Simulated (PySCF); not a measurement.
C₄H₁₂Mo, SMILES [CH3][Mo]([CH3])([CH3])[CH3], multiplicity 1.

The structure is a stationary point at B3LYP-D3(BJ)/def2-SVP. The spin state was assumed, not searched. The def2 effective core potentials stand for the cores of Mo; spin–orbit coupling is left out.

Level of theory: HF/def2-TZVP (PySCF).

The molecule is in vacuum.

Computed frontier levels, gap, dipole moment and polarisability:
```json
{
  "highest_occupied_level": "-8.66 eV",
  "lowest_empty_level": "2.04 eV",
  "orbital_gap": "10.70 eV",
  "dipole_moment": "0.00 D",
  "quadrupole, principal values (traceless, Buckingham form, about the centre of nuclear charge)": "-1.10, 0.55, 0.55 D·Å",
  "mean_static_polarisability": "93.1 bohr³ (13.79 Å³)",
  "polarisability_principal_values": "92.1, 92.1, 94.9 bohr³"
}
```
